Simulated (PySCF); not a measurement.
# One molecule, several mistakes: AlBH6NSi

Calculated results; nothing here was measured. The program is PySCF 2.14.0, an open-source quantum chemistry code, run on an isolated molecule that a program drew, which may never have been made. The molecule is AlBH6NSi (charge 0, doublet), drawn as the SMILES string `[AlH][BH]N[SiH3]`.

Each row is a Hartree-Fock (HF) and frozen-core CCSD(T) single point in the cc-pV(D+d)Z basis, meant for a local HF minimum. Run 1 is clean. Each other run has one planted mistake out of seven kinds, and not every kind appears here: one electron removed, one electron added, multiplicity raised by two, geometry at a saddle point, minimal basis STO-3G, one bond length entered in bohr, all coordinates scaled. The reference is restricted for singlets and unrestricted otherwise, and also for a bond in bohr. Adding or removing an electron swaps singlet and doublet. Electrons count all cores. HOMO and LUMO are orbital energies over both spins, the gradient is its largest component, and the lowest frequency (negative if imaginary) is given only where the gradient is small. Bond lengths are over the 9 bonds as drawn. T1 is the CCSD diagnostic: over 0.02 (restricted) or 0.045 (unrestricted) a single reference is doubtful.

Geometry of the clean run:
```xyz
10
AlBH6NSi, angstrom
Al   -2.8061    2.8949   -1.0850
B    -0.6803    2.4822   -0.9660
N    -0.1150    1.2305   -0.6227
Si   -0.9349   -0.2730   -0.3120
H    -3.6293    2.7594   -2.4486
H     0.0998    3.3893   -1.1499
H     0.8888    1.2077   -0.5651
H    -2.3865   -0.0104   -0.4489
H    -0.5302   -1.3196   -1.2766
H    -0.6495   -0.7727    1.0514
```

```
run  electrons  basis functions  <S^2>  HOMO (eV)  LUMO (eV)  gradient (hartree/bohr)  lowest frequency (cm^-1)  mean bond (Å)  longest bond (Å)      T1  HF (hartree)  CCSD(T) (hartree)                          mistake
  1         45              104  0.765      -7.33       1.10                  1.3e-05                        86         1.5090             2.169  0.0171    -613.48828         -613.95988                         no fault
  2         46              104  0.000      -0.02       6.35                  3.0e-02                         -         1.5090             2.169  0.0188    -613.46060         -613.96565               one electron added
  3         45              104  1.351      -7.72       0.87                  1.9e-02                         -         1.6287             2.288  0.0541    -613.37921         -613.85074  one bond length entered in bohr
  4         45              104  0.765      -7.24       1.20                  3.6e-02                         -         1.4592             2.097  0.0165    -613.47788         -613.94604                                ?
```

**Which mistake was planted in run 4, and what did it cost?**

The mean and the longest bond both change by the same factor, 0.967, and the gradient is no longer small. So the mistake is: all coordinates scaled. Subtracting run 1 and multiplying by 627.51 kcal/mol a hartree, the energy moved by 6.5 kcal/mol in HF and 8.7 kcal/mol in CCSD(T).

Cautions from the logs. Run 3: T1 is over the limit, so its CCSD(T) energy is less reliable.
